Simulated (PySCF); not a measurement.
**Ionising HgB**

ROHF-SCS-MP2; Hg def2-SVPD with ECP60, B def2-SVPD; scalar-relativistic core potentials (PySCF 2.14). Neutral (ROHF): doublet (π ↑), Re = 2.800 Å, ωe = 60.5 cm⁻¹, De = 0.09 eV.

HgB⁺ (RHF): singlet (closed shell), Re = 2.390 Å, ωe = 294 cm⁻¹, De = 1.17 eV to Hg + B⁺. The energies at the minima are -177.43828 hartree for HgB and -177.17592 for HgB⁺.

(1) Work out the adiabatic ionisation energy, without and with harmonic zero-point energies (1 hartree = 27.2114 eV, 1 eV = 8065.5 cm⁻¹), and the change of the bond length.

Correlated steps freeze 1 core orbital. Weak bonds: HgB. Basis-set superposition, not corrected here, can be much of De in a small basis, most of all at correlated wavefunction levels. Spin–orbit coupling is left out, which matters for elements this heavy, above all for dissociation energies. For an ion De counts to the pair picked by the measured ionisation energies or electron affinities, which need not be the lowest pair at this level. States were picked by a PBE0 search and need not be the measured ground states.

Answers

(1) At SCS-MP2: 0.26236 hartree = 7.139 eV between the minima; the zero-point term (294.0 − 60.5)/2 cm⁻¹ = +0.014 eV makes it 7.154 eV. Re changes by -41.0 pm against the neutral. The electron leaves a π orbital, and the shorter bond of the ion fits an antibonding orbital, or a change in how ionic the bond is.
